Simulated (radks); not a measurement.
Results of a calculation; reference values are marked as such.
Coulomb parameter of the 5d shell of the mercury ion Hg3+ in the model configuration [Xe] 4f14 5d8 6s1, as a second difference U = [E(n + 0.5) + E(n - 0.5) - 2 E(n)] / (0.5)^2 with all orbitals relaxed. "Bare": the charge of the atom changes with n. "Screened": the 6s shell takes up the change at fixed total charge, which measures U(5d,5d) + U(6s,6s) - 2 U(5d,6s). Code: a radial shooting solver on a logarithmic mesh with Libxc functionals. Model: scalar-relativistic Kohn-Sham, r2SCAN, spin-unpolarised, spherical densities, finite nucleus; meta-GGA in the generalised Kohn-Sham scheme; Fermi nuclear charge, rms radius 5.4648 fm.

| case | configuration | E - E(n) (eV) |
|---|---|---|
| start | [Xe] 4f14 5d8 6s1 | 0.000 |
| bare +0.5 | [Xe] 4f14 5d8.5 6s1 | -21.193 |
| bare -0.5 | [Xe] 4f14 5d7.5 6s1 | 24.811 |
| screened +0.5 | [Xe] 4f14 5d8.5 6s0.5 | -5.098 |
| screened -0.5 | [Xe] 4f14 5d7.5 6s1.5 | 5.404 |

U(bare) = 14.472 eV, U(screened by 6s) = 1.222 eV, against the Slater integral F0(5d,5d) = 18.128 eV with frozen orbitals.
